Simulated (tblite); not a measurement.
A tight-binding relaxation on `C=C1CC([O][GeH]([F])[F])C1`.

Computed with GFN2-xTB geometry optimisation, gas phase (tblite 0.8.0). Start geometry: from a force field or distance geometry. The command runs a driver script over a list of jobs; the input below is this job's line of settings and its coordinates in Å.

Command:
```bash
OMP_NUM_THREADS=1 python probes_run.py task.json out
```

Input:
```
{"job": {"kind": "relax", "xc": "GFN2-xTB", "basis": "xTB"}, "charge": 0, "multiplicity": 1}
C      2.977500     0.418600     0.096200
C      1.694800     0.152600    -0.186600
C      0.770300    -1.013400    -0.128800
C     -0.337800     0.016700     0.092300
O     -1.503200    -0.394300    -0.513200
Ge    -2.980900    -0.268200     0.416400
F     -2.815500     0.435400     1.999800
F     -3.589500    -1.895200     0.661700
C      0.553200     0.941500    -0.694400
H      3.308300     1.454100    -0.072600
H      3.672900    -0.309700     0.476100
H      0.923000    -1.712200     0.709800
H      0.712900    -1.473900    -1.143900
H     -0.409600     0.379700     1.140700
H     -4.050600     0.463300    -0.433700
H      0.506200     0.813100    -1.791900
H      0.561000     2.003900    -0.339000
```

Output:
```
step      E/eV     max force
  0    -824.07283    2.975
  1    -824.33709    2.102
  2    -824.47393    1.253
  3    -824.56549    0.558
  4    -824.60592    0.499
  5    -824.63440    0.376
  6    -824.65384    0.415
  7    -824.67067    0.407
  8    -824.68216    0.319
  9    -824.68952    0.234
... (249 lines left out)
259    -824.92117    0.020
260    -824.92130    0.021
261    -824.92139    0.021
262    -824.92150    0.024
263    -824.92161    0.036
264    -824.92169    0.017
265    -824.92175    0.017
266    -824.92179    0.015
267    -824.92182    0.015
268    -824.92184    0.010
```

«max force» is the largest atomic force in eV/Å.

Problem. From which step on does the largest force stay under 0.1 eV/Å, and how much energy is left to gain from there?

Solution. From step 217 (0.059 eV/Å), 15.7 meV above the end.

In short: energy lowered by 19.6 kcal/mol over 268 steps; largest atomic force 0.010 eV/Å at the end.

Problem. Give the final coordinates.

Solution. 1.571 Å rms from the input after alignment:
```
atom  x, y, z in Å
C1     2.6603   -0.2745   -0.6209
C2     1.4795    0.0419   -0.1346
C3     0.6361   -0.4968    0.9908
C4    -0.2816    0.7297    0.8332
O5    -1.6747    0.5087    0.7332
Ge6   -2.6717   -0.5066   -0.1912
F7    -2.3365   -2.1856    0.0665
F8    -2.3706   -0.3813   -1.8918
C9     0.4753    1.1191   -0.4504
H10    3.0987    0.2721   -1.4386
H11    3.2328   -1.0948   -0.2225
H12    1.1226   -0.6152    1.9573
H13    0.1243   -1.4255    0.7320
H14   -0.1694    1.4607    1.6393
H15   -4.0727   -0.1863    0.1352
H16   -0.1070    0.9056   -1.3485
H17    0.8478    2.1410   -0.5002
```

Time: 3.4 s wall. Hardware: one thread, Arm Neoverse N1 (aarch64), no GPU, shared host with 64 logical CPUs at a one-minute load of 61.
Labels such as C1 count atoms from 1, the log's own numbers from 0.
